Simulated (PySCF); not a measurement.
# Radial density of Zn²⁺ (zinc, charge +2)

M06-2X, [Ar] 3d9 4p1, one real determinant (an excited configuration). Calculation: PySCF 2.14, in aug-cc-pwCVTZ-PP with ECP10MDF (8s8p7d4f3g, 122 functions); a scalar-relativistic core potential. This is the valence pseudo-density: the core potential removes the inner electrons and smooths the orbitals near the nucleus.

```csv
r (bohr),4πr²ρ (e/bohr),4πr²(ρα − ρβ)
0.00574,1.260e-05,0.0000
0.00965,3.413e-05,0.0000
0.0162,9.296e-05,0.0000
0.0273,0.0003682,0.0000
0.0459,0.003548,0.0004
0.0772,0.04634,0.0054
0.130,0.4730,0.0549
0.219,3.273,0.3386
0.368,14.49,1.0582
0.618,24.07,1.3120
1.04,9.440,0.5783
1.75,1.475,0.4716
2.94,0.3673,0.3357
4.95,0.02938,0.0294
8.32,3.939e-05,0.0000
```

⟨L²⟩ = 8.00 against 12 for a pure F term, so this real determinant mixes terms. Energies and moments cover only the electrons outside the core potential.
